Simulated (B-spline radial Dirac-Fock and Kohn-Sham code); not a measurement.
# Elastic and transport cross sections of osmium for electrons

These are calculated numbers from a radial finite-basis atomic code; the model is relativistic (Dirac) partial waves in the static field of the Dirac-Fock atom with Furness-McCarthy exchange, without polarisation or absorption potentials. σ_tr1 and σ_tr2 weight the cross section with 1 − P₁ and 1 − P₂ of cos θ; "backward" is the share scattered beyond 90°.

```
energy (eV)  σ (a₀²)  σ_tr1 (a₀²)  σ_tr2 (a₀²)  σ/σ_tr1  backward (%)
      25000     1.78       0.0401       0.0767     44.2          0.53
      30000     1.59       0.0305       0.0598     52.1          0.42
      30400     1.58       0.0299       0.0587     52.8          0.42
      33800     1.48       0.0254       0.0508     58.1          0.37
      34300     1.46       0.0249       0.0497     58.8          0.36
      39700     1.34       0.0199       0.0406     67.2          0.30
      50000        ?            ?            ?        ?             ?
      66900    0.967      0.00892       0.0193      108          0.15
      68700    0.951      0.00856       0.0186      111          0.15
      69200    0.947      0.00847       0.0184      112          0.15
     100000    0.758      0.00480       0.0108      158         0.092
     107000    0.729      0.00432      0.00981      168         0.084
     128000    0.657      0.00328      0.00756      200         0.066
     129000    0.654      0.00324      0.00747      202         0.066
     148000    0.606      0.00263      0.00612      231         0.055
     149000    0.604      0.00260      0.00606      232         0.054
     151000    0.600      0.00255      0.00594      235         0.053
     152000    0.597      0.00252      0.00589      237         0.053
     200000    0.518      0.00166      0.00395      312         0.036
     300000    0.430     0.000899      0.00220      479         0.020
```

Task: Fill in the row for 50 keV.

Result: σ = 1.16 a₀², σ_tr1 = 0.0140 a₀², σ_tr2 = 0.0293 a₀², σ/σ_tr1 = 82.9, backward 0.22 %. The ratio σ/σ_tr1 is roughly the number of elastic collisions that randomise the direction.
